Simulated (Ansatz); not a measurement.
ClH6NSi2Sn (`[SiH3][N]([SiH3])[Sn][Cl]`): the same geometry under several functionals.

```yaml
crystal:
  periodic: [false, false, false]
  atoms:
    - {symbol: Si, position_ang: [-1.016259, 0.450792, 0.863361]}
    - {symbol: N, position_ang: [0.027322, -0.136181, -0.406261]}
    - {symbol: Si, position_ang: [1.712043, -0.340968, -0.056565]}
    - {symbol: Sn, position_ang: [-0.590328, -0.607038, -2.303958]}
    - {symbol: Cl, position_ang: [-2.875571, -0.056443, -1.909330]}
    - {symbol: H, position_ang: [-0.150602, 0.655400, 2.061858]}
    - {symbol: H, position_ang: [-1.640765, 1.749897, 0.511984]}
    - {symbol: H, position_ang: [-2.071929, -0.531393, 1.212341]}
    - {symbol: H, position_ang: [2.369375, 0.937156, 0.325689]}
    - {symbol: H, position_ang: [2.354322, -0.848009, -1.307030]}
    - {symbol: H, position_ang: [1.947992, -1.330113, 1.028609]}
basis:
  gaussian: {orbitals: def2-TZVPP}
hamiltonian: {xc: {name: B2PLYP}}
```

```sh
$ ansatz run in.yaml --threads 4 --pin off --events-out ev --progress --plain --max-ram 11315MiB
```

Output, abridged:

```
Functional definition: B2PLYP
1854 factors; integrals over basis functions are off by at most 1.2e-3 eV
mean field evaluation 1: about -35669.2648 eV, gradient 5.8e1 eV
mean field evaluation 2: about -35669.4315 eV, gradient 5.8e1 eV
mean field evaluation 4: about -35676.0170 eV, gradient 1.1e1 eV
mean field evaluation 8: about -35676.3367 eV, gradient 8.3e-1 eV
mean field evaluation 16: about -35676.3387 eV, gradient 6.1e-4 eV
mean field -35676.33867679 eV, -1311.0812640813 hartree, gradient 7.5e-6 eV, S^2 0.000000; 0 other end points of the search recorded, 0 dependent functions left out
20 core orbitals not correlated: weight in the atoms' cores, before any rotation towards them, 1.000 or more for the frozen orbitals, at most 0.000 for the correlated occupied ones
reference -35676.33887351 eV, -1311.0812713104 hartree; 20, 20 occupied and 251, 251 virtual orbitals, 1854 factors
second order -31.92875919 eV of doubles, -0.00000000 eV of singles
Total energy: -35684.95963849 eV, -1311.3980785802 hartree
```

Hardware: 4 threads of an Arm Neoverse V2 on a shared host. Wall time 9 s, peak host memory 0.98 GiB.

With the line `hamiltonian: {xc: {name: r2SCANh}, dispersion: d4}` (abridged; 9 s):

```
Functional definition: r2SCANh
mean field evaluation 16: about -35700.4220 eV, gradient 2.7e-4 eV
mean field -35700.42204359 eV, -1311.9663114867 hartree, gradient 1.7e-5 eV, S^2 0.000000
Total energy: -35700.52697787 eV, -1311.9701677504 hartree
```

With the line `hamiltonian: {xc: {name: r2SCAN0}, dispersion: d4}` (abridged; 9 s):

```
Functional definition: r2SCAN0
mean field evaluation 16: about -35699.6589 eV, gradient 2.7e-4 eV
mean field -35699.65885956 eV, -1311.9382649911 hartree, gradient 2.0e-5 eV, S^2 0.000000
Total energy: -35699.77640420 eV, -1311.9425846769 hartree
```

With the line `hamiltonian: {xc: {name: wB97X-V}}` (abridged; 13 s):

```
Functional definition: wB97X-V
mean field evaluation 16: about -35696.5533 eV, gradient 1.5e-4 eV
mean field -35696.55330874 eV, -1311.8241381033 hartree, gradient 2.9e-5 eV, S^2 0.000000
Total energy: -35696.55330615 eV, -1311.8241380080 hartree
```

The same input with `hamiltonian: {xc: {name: B97M-V}}` (abridged; 13 s):

```
Functional definition: B97M-V
mean field evaluation 16: about -35694.4118 eV, gradient 2.4e-4 eV
mean field -35694.41180932 eV, -1311.7454394510 hartree, gradient 2.7e-5 eV, S^2 0.000000
Total energy: -35694.41188762 eV, -1311.7454423285 hartree
```

Changing it to `hamiltonian: {xc: pbe0, dispersion: d4}` (abridged; 5.5 s):

```
Functional definition: PBE0
mean field evaluation 16: about -35689.3100 eV, gradient 2.2e-4 eV
mean field -35689.31002828 eV, -1311.5579524561 hartree, gradient 6.8e-5 eV, S^2 0.000000
Total energy: -35689.66267578 eV, -1311.5709120127 hartree
```
